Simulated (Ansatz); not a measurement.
Geometry optimisation, RKS PBE-D4/def2-SVP (Ansatz).

input.yaml

```yaml
crystal:
  periodic: [false, false, false]
  atoms:
    - { symbol: Si, position_ang: [0.065109, -1.334833, -1.139046] }
    - { symbol: Si, position_ang: [0.581735, 1.537391, 0.84257] }
    - { symbol: C, position_ang: [-1.373757, -1.21883, -0.219642] }
    - { symbol: H, position_ang: [-0.312858, 0.432226, 1.134387] }
    - { symbol: H, position_ang: [0.214943, -1.015773, -2.586948] }
    - { symbol: Cl, position_ang: [1.890986, -1.767331, -0.275634] }
    - { symbol: H, position_ang: [-0.185023, 2.834019, 0.818401] }
    - { symbol: H, position_ang: [1.707438, 1.662002, 1.834635] }
    - { symbol: H, position_ang: [1.163218, 1.322239, -0.532266] }
    - { symbol: H, position_ang: [-1.426146, -1.458281, 0.852837] }
    - { symbol: H, position_ang: [-2.325845, -0.992829, -0.729094] }
basis:
  gaussian: { orbitals: def2-SVP }
hamiltonian:
  xc: pbe
  dispersion: d4
relax:
  f_tol: 0.03
  max_steps: 50
output:
  orbitals: {}
```

Run as:

```bash
$ ansatz run input.yaml --threads 2 --pin off --max-ram 3072MiB --backend cpu --events-out ev --progress --plain --runs-dir out
```

Task: Where does it end, and by what steps?

Result: It converged. The force dipped under the threshold on the way, but the program's further checks kept it going. After 26 steps the energy has fallen by 0.247 eV; H4 moved furthest, 1.24 Å.

| step | energy less start (eV) | largest force component (eV/Å) | accepted |
| --- | --- | --- | --- |
| 0 | 0.0000 | 0.922 | yes |
| 1 | -0.1156 | 0.386 | yes |
| 2 | -0.1840 | 0.419 | yes |
| 3 | -0.2127 | 0.176 | yes |
| 4 | -0.1890 | 0.298 | no |
| 5 | -0.2207 | 0.055 | yes |
| 6 | -0.2188 | 0.086 | no |
| 7 | -0.2231 | 0.029 | yes |
| 8 | -0.2252 | 0.020 | yes |
| 9 | -0.2277 | 0.050 | yes |
| 10 | -0.2295 | 0.136 | yes |
| 11 | -0.2292 | 0.179 | no |
| 12 | -0.2322 | 0.064 | yes |
| 13 | -0.2345 | 0.078 | yes |
| 14 | -0.2362 | 0.107 | yes |
| 15 | -0.2374 | 0.085 | yes |
| 16 | -0.2399 | 0.076 | yes |
| 17 | -0.2401 | 0.250 | yes |
| 18 | -0.2422 | 0.128 | yes |
| 19 | -0.2435 | 0.009 | yes |
| 20 | -0.2444 | 0.048 | yes |
| 21 | -0.2437 | 0.121 | no |
| 22 | -0.2451 | 0.037 | yes |
| 23 | -0.2453 | 0.087 | yes |
| 24 | -0.2458 | 0.062 | yes |
| 25 | -0.2461 | 0.037 | yes |
| 26 | -0.2467 | 0.025 | yes |

```xyz
11
Properties=species:S:1:pos:R:3
Si -0.077 -1.364 -1.032
Si 0.862 1.932 0.987
C -1.672 -1.882 -0.693
H 0.216 1.088 2.047
H 0.402 -0.776 -2.312
Cl 1.484 -1.588 0.307
H 0.507 3.377 1.206
H 2.354 1.771 1.034
H 0.350 1.512 -0.365
H -1.965 -2.325 0.269
H -2.462 -1.745 -1.448
```

Whether the end is a true minimum wasn't checked by a vibrational analysis.

The run took 35 s on 2 threads of Intel(R) Xeon(R) Platinum 8488C (Sapphire Rapids), with other jobs on the host, peak memory 0.16 GiB.
